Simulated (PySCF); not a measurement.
C5H6O2.

```xyz
13

C     -1.5309     0.1238    -0.0585
C     -0.8963     1.2934    -0.2204
O      0.4270     1.5468    -0.3284
C      1.4049     0.6081    -0.1602
C      1.3448    -0.6724     0.2448
O      0.2978    -1.4466     0.6030
C     -0.9650    -1.2641    -0.0237
H     -2.6215     0.1879    -0.0101
H     -1.4559     2.2293    -0.2887
H      2.3830     1.0331    -0.3874
H      2.2982    -1.2018     0.3332
H     -1.6537    -1.9261     0.5214
H     -0.8933    -1.6568    -1.0569
```

Geometry optimised at B3LYP-D3(BJ)/def2-SVP. Other conformers were not sampled.

Level of theory: PySCF with B3LYP/pcSseg-1. Non-relativistic, no solvent.

Computed absolute GIAO shielding of each atom: isotropic value and principal components (ppm):
```csv
atom,σ(iso),σ11,σ22,σ33,span
C1,69.3,-36.8,97.5,147.3,184.1
C2,26.8,-72.9,60.6,92.9,165.8
O3,138.4,59.0,83.0,273.4,214.4
C4,48.3,-35.4,83.7,96.5,132.0
C5,41.9,-47.1,77.6,95.2,142.3
O6,198.1,104.4,172.3,317.8,213.4
C7,106.8,77.7,91.0,151.6,73.9
H8,26.7,24.2,27.4,28.4,4.2
H9,25.0,21.5,25.9,27.6,6.1
H10,25.8,22.3,26.9,28.3,5.9
H11,25.6,21.9,26.3,28.7,6.7
H12,27.2,22.2,27.3,32.2,10.0
H13,26.8,23.0,26.9,30.6,7.6
```
